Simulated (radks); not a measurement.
The numbers below are computed, except where a source is named.
Problem. Yb II, configuration [Xe] 4f14 6s1. Code: a radial shooting solver on a logarithmic mesh with Libxc functionals. Model: scalar-relativistic Kohn-Sham, Slater X-alpha with alpha = 0.764, spin-polarised, spherical densities, finite nucleus; open shells are filled with parallel spins first (spin-orbit coupling, left out, can overturn this in heavy ions); Fermi nuclear charge, rms radius 5.3108 fm. Some entries of the table are withheld. Estimate them.

orbital  occ.  eigenvalue (eV)  <1/r> (bohr^-1)
1s up       1        -61277.70            80.60
1s down     1        -61277.69            80.60
2s up       1        -10402.51            18.80
2s down     1        -10402.50            18.80
2p up       3        -9178.531            17.28
2p down     3        -9178.526            17.28
3s down     1        -2352.042            6.951
3s up       1        -2352.027            6.951
3p down     3        -1982.537            6.474
3p up       3        -1982.522            6.474
3d down     5        -1531.354            6.135
3d up       5        -1531.344            6.135
4s down     1        -468.1531            2.941
4s up       1        -468.1248            2.941
4p down     3        -346.6141            2.684
4p up       3        -346.5888            2.684
4d down     5        -186.2961            2.374
4d up       5        -186.2759            2.374
5s up       1         -62.1996            1.102
5s down     1         -62.1299            1.104
5p up       3         -34.5834              (1)
5p down     3         -34.3834              (2)
4f up       7         -10.7259            1.749
4f down     7         -10.6967            1.756
6s up       1          -9.8385           0.3587
6s down     0          -7.7798           0.3671

Solution. 
(1) 5p up <1/r> (bohr^-1): 0.9040
(2) 5p down <1/r> (bohr^-1): 0.9099
